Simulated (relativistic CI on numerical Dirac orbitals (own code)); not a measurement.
# Ni⁺ in a cubic cluster: 2p photoemission with charge transfer

Computed with a charge-transfer multiplet model of a cubic metal-ligand cluster with up to one ligand hole, Slater and spin-orbit integrals from Dirac-Coulomb-Breit ions, Slater integrals scaled by 0.7. The ground state mixes d9 with configurations of k ligand holes L, whose averages lie at kΔ + k(k − 1)U_dd/2; a core hole lowers each added d electron by U_cd. 20 K, Lorentzian 0.6 eV and Gaussian 0.8 eV FWHM.

Atomic integrals in eV (Slater integrals scaled, ζ unscaled), ground: F2dd 8.519, F4dd 5.287, zeta_d 0.072; with the core hole: F2dd 8.519, F4dd 5.287, zeta_d 0.103, zeta_core 11.413, F2cd 5.424, G1cd 4.090, G3cd 2.325.

Cluster parameters (eV): U_dd = 7.1, U_cd = 8.1, 10Dq = 1.25, 10Dq(ligand) = 1.3, V(eg) = 2.65, V(t2g) = -1.11, final-state hopping factor = 1.

Weights, n_d and S are thermal averages at 20 K. Binding energies count from the first peak over 30 % of the highest in each spectrum, which can be another peak from case to case. The parameters are a model scan and need not match a compound or its usual spin state. Peaks in eV (height, largest 100): 0.0 (100), 5.9 (20), 17.4 (49), 22.9 (12).

(1) Which parameters give this spectrum?
A. Δ = 9.1 eV
B. Δ = 8.1 eV
C. Δ = 7.1 eV
D. Δ = 5.1 eV
E. Δ = 10.1 eV

Results:

(1) A. Δ = 9.1 eV; the ground state then has 9.07 d electrons and S = 0.50. The choice follows from running the model for each set and comparing peak positions and heights.
